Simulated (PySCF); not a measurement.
Cartesian coordinates in Å; atom numbers follow the order of the lines, from 1:
```xyz
16

C    -2.3215   -0.1059    0.8245
O    -1.9182    0.6291   -0.3103
C    -0.6516    0.2777   -0.7909
C     0.4879    0.5481    0.1919
C     0.9535    1.7608    0.2947
O     1.3432    2.8586    0.2793
O     0.8980   -0.5162    0.9914
C     2.1669   -1.0442    0.6590
H    -1.6583    0.0801    1.6748
H    -2.3303   -1.1811    0.6120
H    -3.3289    0.2278    1.0627
H    -0.6098   -0.7982   -1.0199
H    -0.5167    0.8574   -1.7072
H     2.3090   -1.9044    1.3105
H     2.2056   -1.3656   -0.3872
H     2.9635   -0.3149    0.8383
```

Calculated, not measured (PySCF): geometry from GFN2-xTB, NMR shieldings at PBE0/pcSseg-1/GIAO. Non-relativistic, isolated molecule, a single conformation, fast rotation and ring inversion assumed for equivalent nuclei.

Question: List the cross peaks expected in HSQC, COSY and HMBC spectra.

Answer: 

HSQC (one-bond C–H):
```
                δH         δC
    4.70 (H12/H13)  79.1 (C3)
3.55 (H14/H15/H16)  65.0 (C8)
 3.52 (H9/H10/H11)  58.7 (C1)
```

HMBC (two and three bonds, from the bond graph):
```
                δH                                δC
    4.70 (H12/H13)  228.5 (C5), 86.7 (C4), 58.7 (C1)
3.55 (H14/H15/H16)                         86.7 (C4)
 3.52 (H9/H10/H11)                         79.1 (C3)
```

No COSY cross peaks are expected.

Scale: TMS for $^{1}$H (σref 31.72) and $^{13}$C (σref 186.93) (reference shieldings calculated alike).

Short H···H contacts in this conformer between protons four or more bonds apart (candidates for NOE cross peaks, intensity ∝ r⁻⁶): H10···H12 2.40 Å.

Shifts are as computed. Against solution values, carbons near 30 ppm lie about +3 ppm off and those near 130 ppm about +5 ppm. Of 1211 compounds with measured shifts, 218 miss one by over three times the rms of a fit or turn the order of signals round; such compounds aren't used in these exercises.
